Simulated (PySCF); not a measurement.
Al(Me)(OH)2, CH5AlO2, SMILES [CH3][Al]([OH])[OH] (CAM-B3LYP/def2-SVP optimised geometry):

```
9

Al    -0.338     0.096     0.000
C     -1.279    -1.590     0.003
H     -1.875    -1.701     0.922
H     -0.593    -2.447    -0.063
H     -1.984    -1.649    -0.841
O      1.359     0.096     0.000
H      1.984     0.822    -0.004
O     -1.247     1.529     0.000
H     -0.972     2.447     0.011
```

Method: CAM-B3LYP/def2-TZVP run with PySCF 2.14.0.

**Question.** What are the frontier orbital energies and the dipole moment?

**Answer.** HOMO-2 -10.38 eV, HOMO-1 -10.36 eV, HOMO -10.02 eV, LUMO 0.73 eV, LUMO+1 1.50 eV; dipole moment 1.81 D.

On the same geometry PBE/def2-TZVP (PySCF 2.14.0) gives HOMO-2 -7.28 eV, HOMO-1 -7.11 eV, HOMO -7.10 eV, LUMO -0.88 eV, LUMO+1 -0.15 eV; dipole moment 1.64 D.

Meta-Löwdin charges at CAM-B3LYP/def2-TZVP: Al1 1.15, C2 -0.66, H3 0.13, H4 0.13, H5 0.13, O6 -0.79, H7 0.35, O8 -0.79, H9 0.35.
